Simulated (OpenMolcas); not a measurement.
Rh5+ among 4 point charges of -2.5 e arranged as a square (D4h).

| Property | Result |
| --- | --- |
| Program | OpenMolcas |
| Method | SS-CASPT2, IPEA 0.25 Eh, imaginary shift 0.1 Eh (closed shells correlated: 4s 4p) |
| Basis | ANO-RCC-VDZP [6s5p3d1f] |
| Scalar Hamiltonian | DKH2, point nucleus |
| Active space | 4 electrons in 5 orbitals (4d) |
| State averaging | 2S+1 = 5 even, 5 roots; 2S+1 = 3 even, 45 roots; 2S+1 = 1 even, 50 roots |
| Spin-orbit coupling | state interaction with AMFI integrals over the reference wave functions |

All point charges move together. At R = 1.94 Å the first state of the same spin is 7210 cm-1, and at R = 2.31 Å it is 3160 cm-1.

**Question.** A third run gives 4540 cm-1. What distance was it run at?

**Answer.** With a power law R^-n the two known points give n = -ln(3160 / 7210) / ln(2.31 / 1.94) = 4.73. Then R = 1.94 × (7210 / 4540)^(1/4.73) = 2.139 Å. The run was at 2.14 Å, so the estimate is off by -0.001 Å.

Point charges give a weaker field than real ligands, and real ions of this kind are as a rule low spin; the high spin found here belongs to the model. Free-ion shares, where given, are those of the reference states; single-state CASPT2 does not remix them. Point charges carry no covalency, so the field is a model and not that of real ligands. No measured value stands beside these numbers.
